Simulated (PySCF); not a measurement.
PySCF input (M06-2X/6-31G* (5d)):

```python
from pyscf import gto, dft

mol = gto.M(
    atom='''
    O    -1.21346200   -0.49365400    0.06991400
    S    -0.11286200    0.45810300   -0.01665200
    F     1.27927600   -0.37560200   -0.03254200
    ''',
    basis='6-31g*',
    charge=0,
    spin=1,
    verbose=4,
)

mf = dft.UKS(mol, xc='m062x')
mf.grids.level = 4
mf.conv_tol = 1e-9
mf.max_cycle = 100
mf.max_memory = 1500
mf.kernel()
if not mf.converged:
    mf = mf.newton()
    mf.kernel(mf.make_rdm1())
mo, _, stable, _ = mf.stability(return_status=True)
if not stable:
    mf.kernel(mf.make_rdm1(mo, mf.mo_occ))
    stable = mf.stability(return_status=True)[2]
mf.dip_moment()
```

Output:

```
PySCF version 2.14.0

[INPUT] verbose = 4
[INPUT] num. atoms = 3
[INPUT] num. electrons = 33
[INPUT] charge = 0
[INPUT] spin (= nelec alpha-beta = 2S) = 1
[INPUT] symmetry False subgroup None
[INPUT] Mole.unit = angstrom
[INPUT] Symbol           X                Y                Z      unit          X                Y                Z       unit  Magmom
[INPUT]  1 O     -1.213462000000  -0.493654000000   0.069914000000 AA   -2.293110842567  -0.932870860296   0.132118312273 Bohr   0.0
[INPUT]  2 S     -0.112862000000   0.458103000000  -0.016652000000 AA   -0.213278269871   0.865689206842  -0.031467719426 Bohr   0.0
[INPUT]  3 F      1.279276000000  -0.375602000000  -0.032542000000 AA    2.417481277729  -0.709784911839  -0.061495467546 Bohr   0.0

nuclear repulsion = 108.681957612429
number of shells = 20
number of NR pGTOs = 105
number of NR cGTOs = 46
basis = 6-31g*
ecp = {}

******** <class 'pyscf.dft.uks.UKS'> ********
method = UKS
initial guess = minao
damping factor = 0
level_shift factor = 0
DIIS = <class 'pyscf.scf.diis.CDIIS'>
diis_start_cycle = 1
diis_space = 8
diis_damp = 0
SCF conv_tol = 1e-09
SCF conv_tol_grad = None
SCF max_cycles = 100
direct_scf = True
direct_scf_tol = 1e-13
number electrons alpha = 17  beta = 16
XC library pyscf.dft.libxc version 7.1.2
    S. Lehtola, C. Steigemann, M. J. T. Oliveira, and M. A. L. Marques,  SoftwareX 7, 1–5 (2018)
XC functionals = m062x
    Y. Zhao and D. G. Truhlar,  Theor. Chem. Acc. 120, 215 (2008)
    Y. Zhao and D. G. Truhlar,  Theor. Chem. Acc. 120, 215 (2008)
radial grids:
    Treutler-Ahlrichs [JCP 102, 346 (1995); DOI:10.1063/1.469408] (M4) radial grids

becke partition: Becke, JCP 88, 2547 (1988); DOI:10.1063/1.454033
pruning grids: <function nwchem_prune>
grids dens level: 4
symmetrized grids: False
atomic radii adjust function: <function treutler_atomic_radii_adjust>
small_rho_cutoff = 0
Set gradient conv threshold to 3.16228e-05
tot grids = 85792
init E= -573.500773823449
  alpha nocc = 17  HOMO = -0.200320805490324  LUMO = -0.0409048468825643
  beta  nocc = 16  HOMO = -0.415466522182429  LUMO = -0.200320805490325

WARN: HOMO -0.200320805490324 >= LUMO -0.200320805490325

cycle= 1 E= -572.952616815811  delta_E= 0.548  |g|= 0.554  |ddm|=  1.6
  alpha nocc = 17  HOMO = -0.249691328228933  LUMO = 0.00632225340290082
  beta  nocc = 16  HOMO = -0.326036742696227  LUMO = -0.0784066967335506
  HOMO = -0.249691328229  LUMO = -0.0784066967336  gap/eV = 4.66089
cycle= 2 E= -572.764771684662  delta_E= 0.188  |g|= 0.892  |ddm|= 1.04
  alpha nocc = 17  HOMO = -0.312407155316692  LUMO = 0.0238343396584511
  beta  nocc = 16  HOMO = -0.425488630557649  LUMO = -0.102009862378452
  HOMO = -0.312407155317  LUMO = -0.102009862378  gap/eV = 5.72520
cycle= 3 E= -573.076739335279  delta_E= -0.312  |g|= 0.121  |ddm|= 0.677
  alpha nocc = 17  HOMO = -0.303462573520825  LUMO = 0.0274985966468164
  beta  nocc = 16  HOMO = -0.413537339791837  LUMO = -0.0852048394585223
  HOMO = -0.303462573521  LUMO = -0.0852048394585  gap/eV = 5.93910
cycle= 4 E= -573.081856489888  delta_E= -0.00512  |g|= 0.0413  |ddm|= 0.0998
  alpha nocc = 17  HOMO = -0.304114719573198  LUMO = 0.0320780233050422
  beta  nocc = 16  HOMO = -0.413211666682364  LUMO = -0.0792913084007378
  HOMO = -0.304114719573  LUMO = -0.0792913084007  gap/eV = 6.11776
cycle= 5 E= -573.082595170242  delta_E= -0.000739  |g|= 0.00949  |ddm|= 0.0334
  alpha nocc = 17  HOMO = -0.306136094497173  LUMO = 0.0311771131672178
  beta  nocc = 16  HOMO = -0.415253694641013  LUMO = -0.0795436297294283
  HOMO = -0.306136094497  LUMO = -0.0795436297294  gap/eV = 6.16590
cycle= 6 E= -573.082694141453  delta_E= -9.9e-05  |g|= 0.00466  |ddm|= 0.0138
  alpha nocc = 17  HOMO = -0.305895181632466  LUMO = 0.0317465489255575
  beta  nocc = 16  HOMO = -0.415167371171184  LUMO = -0.0787192693931131
  HOMO = -0.305895181632  LUMO = -0.0787192693931  gap/eV = 6.18177
cycle= 7 E= -573.082735992856  delta_E= -4.19e-05  |g|= 0.00118  |ddm|= 0.0136
  alpha nocc = 17  HOMO = -0.306081824679076  LUMO = 0.0315332792868226
  beta  nocc = 16  HOMO = -0.41540051361656  LUMO = -0.0788155718216723
  HOMO = -0.306081824679  LUMO = -0.0788155718217  gap/eV = 6.18423
cycle= 8 E= -573.082739802113  delta_E= -3.81e-06  |g|= 0.000278  |ddm|= 0.00479
  alpha nocc = 17  HOMO = -0.305992890628255  LUMO = 0.0315936114658335
  beta  nocc = 16  HOMO = -0.415349272475019  LUMO = -0.0787397937189631
  HOMO = -0.305992890628  LUMO = -0.078739793719  gap/eV = 6.18387
cycle= 9 E= -573.082739959929  delta_E= -1.58e-07  |g|= 8.04e-05  |ddm|= 0.000983
  alpha nocc = 17  HOMO = -0.306000335700238  LUMO = 0.0315801678684564
  beta  nocc = 16  HOMO = -0.415343158494811  LUMO = -0.0787514882315095
  HOMO = -0.3060003357  LUMO = -0.0787514882315  gap/eV = 6.18376
cycle= 10 E= -573.082739975417  delta_E= -1.55e-08  |g|= 3.21e-05  |ddm|= 0.000281
  alpha nocc = 17  HOMO = -0.306001465156739  LUMO = 0.0315797324414606
  beta  nocc = 16  HOMO = -0.415332563557517  LUMO = -0.0787518240699159
  HOMO = -0.306001465157  LUMO = -0.0787518240699  gap/eV = 6.18378
cycle= 11 E= -573.082739977896  delta_E= -2.48e-09  |g|= 9.85e-06  |ddm|= 0.000118
  alpha nocc = 17  HOMO = -0.306001653208861  LUMO = 0.0315803434556172
  beta  nocc = 16  HOMO = -0.415330343746791  LUMO = -0.0787509765018455
  HOMO = -0.306001653209  LUMO = -0.0787509765018  gap/eV = 6.18381
cycle= 12 E= -573.082739978075  delta_E= -1.79e-10  |g|= 3.74e-06  |ddm|= 3.29e-05
  alpha nocc = 17  HOMO = -0.306001532297542  LUMO = 0.0315803167099173
  beta  nocc = 16  HOMO = -0.415329418103415  LUMO = -0.0787507792257585
  HOMO = -0.306001532298  LUMO = -0.0787507792258  gap/eV = 6.18381
Extra cycle  E= -573.082739978082  delta_E= -7.5e-12  |g|= 4.23e-06  |ddm|= 7.13e-06
converged SCF energy = -573.082739978082  <S^2> = 0.75364866  2S+1 = 2.0036453
uhf_internal: lowest eigs of H = [0.27458618 0.29984958 0.35614401]
<class 'pyscf.dft.uks.UKS'> wavefunction is stable in the internal stability analysis
Dipole moment(X, Y, Z, Debye):  0.38593,  1.84913, -0.10001
```

The geometry given is a B3LYP-D3(BJ)/def2-TZVP minimum.
